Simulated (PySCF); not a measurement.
# Working out the ionisation energy of Pd

Pd [Kr] 4d10 (1S) → Pd⁺ [Kr] 4d9 (2D). Computed with PySCF 2.14 in def2-TZVP with the def2 core potential (28 electrons) (6s4p3d1f, 40 functions), with a scalar-relativistic core potential. Frozen: 4s2 4p6. Energies in hartree (1 hartree = 27.21139 eV):

```json
{"part": "UHF", "Pd (lower)": "-127.030194", "Pd⁺ (upper)": "-126.799387"}
{"part": "MP2 opposite-spin", "Pd (lower)": "-0.170732", "Pd⁺ (upper)": "-0.130138"}
{"part": "MP2 same-spin", "Pd (lower)": "-0.097250", "Pd⁺ (upper)": "-0.075332"}
```

What does Hartree-Fock give?

(-126.799387) − (-127.030194) = 0.230807 hartree = 6.281 eV.

What do MP2 and SCS-MP2 (6/5 opposite-spin, 1/3 same-spin) give?

The opposite-spin parts differ by 1.105 eV and the same-spin parts by 0.596 eV. MP2: 6.281 + (1.105) + (0.596) = 7.982 eV. SCS-MP2: 6.281 + 1.2 × (1.105) + (0.596)/3 = 7.806 eV.

Measured between the centres of the two terms (NIST): 8.512 eV, so MP2 (valence) is off by -0.530 eV.

What remains against the reference includes basis incompleteness, the frozen core and correlation beyond second order.
